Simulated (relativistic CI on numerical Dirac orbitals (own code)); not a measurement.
## How well does a small relativistic CI reproduce Si+?

Method of calculation: Dirac-Coulomb-Breit CI, KLI orbitals optimised for each configuration, QED by a radiative potential, valence Slater integrals scaled by 0.85, P86 correlation energy added to each configuration (own radial code, finite nucleus).

Configuration list (outside the closed core [Ne]): 3s2 3p, 3s 3p2, 3s2 4s, 3s2 3d, 3s2 4p, 3s2 5s, 3s2 4d, 3s2 4f, 3s2 5p, 3s 3p 3d, 3s2 5d, 3s2 5f, 3s2 5g, 3s 3p 4s, 3p3, 3s 3p 4p. Levels of other configurations are missing.

```tsv
Configuration	Term (tabulated)	J	Measured (cm⁻¹)	Computed	Error	Purity (%)
3s2 3p	2P°	1/2	0.0	0	0	96
3s2 3p	2P°	3/2	287.2	271	-16	96
3s 3p2	4P	1/2	42824.3	41995	-829	100
3s 3p2	4P	3/2	42932.6	42099	-833	100
3s 3p2	4P	5/2	43107.9	42268	-839	100
3s 3p2	2D	3/2	55309.3	58847	3538	75
3s 3p2	2D	5/2	55325.2	58863	3538	75
3s2 4s	2S	1/2	65500.5	71862	6362	99
3s 3p2	2S	1/2	76665.4	78694	2029	98
3s2 3d	2D	3/2	79338.5	86317	6978	76
3s2 3d	2D	5/2	79355.0	86335	6980	76
3s2 4p	2P°	1/2	81191.3	87999	6808	98
3s2 4p	2P°	3/2	81251.3	88058	6806	98
3s 3p2	2P	1/2	83801.9	89521	5719	97
3s 3p2	2P	3/2	84004.3	89715	5711	97
3s2 5s	2S	1/2	97972.1	105327	7355	100
3s2 4d	2D	3/2	101023.1	108486	7463	95
3s2 4d	2D	5/2	101024.4	108487	7463	95
3s2 4f	2F°	7/2	103556.0	112652	9096	99
3s2 4f	2F°	5/2	103556.2	112652	9096	99
3s2 5p	2P°	1/2	103860.7	111159	7298	97
3s2 5p	2P°	3/2	103885.2	111183	7298	97
3s 3p 3d	2D°	3/2	108778.7	109688	909	65
3s 3p 3d	2D°	5/2	108820.6	109733	913	65
3s2 5d	2D	3/2	112394.6	119882	7488	98
3s2 5d	2D	5/2	112394.7	119882	7488	98
3s2 5f	2F°	7/2	113760.1	122676	8916	99
3s2 5f	2F°	5/2	113760.3	122677	8916	99
3s2 5g	2G	7/2	114177.1	122992	8815	100
3s2 5g	2G	9/2	114177.1	122992	8815	100
3s 3p 3d	4F°	3/2	114265.6	114770	504	100
3s 3p 3d	4F°	5/2	114327.1	114831	504	100
3s 3p 3d	4F°	7/2	114414.6	114918	503	100
3s 3p 3d	4F°	9/2	114529.1	115032	503	100
3s 3p 4s	4P°	1/2	116862.4	117144	282	100
3s 3p 4s	4P°	3/2	116978.4	117263	285	99
3s 3p 4s	4P°	5/2	117178.1	117467	289	99
3s 3p 4s	2P°	1/2	121444.1	122879	1435	92
3s 3p 4s	2P°	3/2	121590.2	123100	1509	92
3p3	4S°	3/2	123033.5	124048	1015	100
3s 3p 3d	4D°	5/2	124316.9	124685	368	99
3s 3p 3d	4D°	3/2	124325.3	124651	326	99
3s 3p 3d	4D°	1/2	124337.3	124623	286	100
3s 3p 3d	4D°	7/2	124449.5	124715	265	100
3s 3p 3d	4P°	5/2	124567.4	123580	-987	98
3s 3p 3d	4P°	3/2	124615.6	123680	-936	98
3s 3p 3d	4P°	1/2	124638.9	123747	-892	99
3s 3p 3d	2P°	3/2	126236.4	128086	1850	59
3s 3p 3d	2P°	1/2	126279.0	128151	1872	59
```

Measured levels from NIST Handbook of Basic Atomic Spectroscopic Data (Sansonetti and Martin, J. Phys. Chem. Ref. Data 34, 1559 (2005)); pairs were made by configuration, J and term (by order where the table uses no LS term), so strongly mixed levels may be paired wrongly.

Mean error by configuration (cm⁻¹): 3s2 3p -16; 3s 3p2 2254; 3s2 4s 6362; 3s2 3d 6979; 3s2 4p 6807; 3s2 5s 7355; 3s2 4d 7463; 3s2 4f 9096; 3s2 5p 7298; 3s 3p 3d 399; 3s2 5d 7488; 3s2 5f 8916; 3s2 5g 8815; 3s 3p 4s 760; 3p3 1015. Over the excited levels the mean absolute error is 3728 cm⁻¹ (48 of the 48 excited levels that our extract of the source holds in range could be paired), and the median relative error of those above 1,000 cm⁻¹ is 1.9 %.
